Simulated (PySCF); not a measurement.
Spinor energies of Cd³⁺ (cadmium, charge +3)

Start: [Kr] 4d9; 4d3/2 filled at m_j = -3/2, -1/2, +1/2, +3/2; 4d5/2 filled at m_j = -3/2, -1/2, +1/2, +3/2, +5/2. Calculated with PySCF 2.14 in x2c-TZVPPall-2c (8s9p7d2f1g, 93 functions): generalised Hartree-Fock with the X2C-1e Hamiltonian and a Gaussian nucleus; one run each with spin-orbit coupling (SO) switched off, then screened by Boettger's factors.

| spinor shell | electrons | ε, spin-free (eV) | ε, screened SO (eV) | weight of nominal j (screened SO) | rms radius, screened SO (bohr) |
| --- | --- | --- | --- | --- | --- |
| 1s1/2 | 2 | -26882.3 | -26880.1 | 1.000 | 0.0348 |
| 2s1/2 | 2 | -4110.1 | -4109.4 | 1.000 | 0.142 |
| 2p1/2 | 2 | -3684.6 | -3817.9 | 1.000 | 0.124 |
| 2p3/2 | 4 | -3684.6 | -3623.2 | 1.000 | 0.128 |
| 3s1/2 | 2 | -833.36 | -833.16 | 1.000 | 0.381 |
| 3p1/2 | 2 | -690.34 | -714.96 | 1.000 | 0.375 |
| 3p3/2 | 4 | -690.34 | -678.91 | 1.000 | 0.386 |
| 3d3/2 | 4 | -467.05 | -471.43 | 0.999 | 0.362 |
| 3d5/2 | 6 | -467.05 | -463.92 | 0.999 | 0.365 |
| 4s1/2 | 2 | -164.13 | -164.07 | 1.000 | 0.938 |
| 4p1/2 | 2 | -119.59 | -124.63 | 0.988 | 1.00 |
| 4p3/2 | 4 | -119.59 | -117.19 | 0.994 | 1.03 |
| 4d3/2 | 4 | -54.113 | -54.846 | 0.917 | 1.28 |
| 4d5/2 | 5 | -54.113 | -53.544 | 0.934 | 1.30 |

```csv
quantity,spin-free,screened SO
E (hartree),-5588.61040,-5589.74608
M_J,5/2,5/2
⟨J²⟩,8.755,8.755
⟨L²⟩,6.004,6.019
⟨S²⟩,0.751,0.766
```

Each row is a mean over spinors that exchange with the open shell spreads, by up to 5.976 eV (4p3/2).

Breit and QED terms are absent; they matter most for the inner s and p1/2 levels.

Densities and radii are taken from the X2C orbitals without a picture-change correction, which distorts them close to the nucleus.

Without spin-orbit coupling the j labels of p, d and f shells carry no meaning; the spin-free column gives the mean over the occupied spinors of each nl shell.
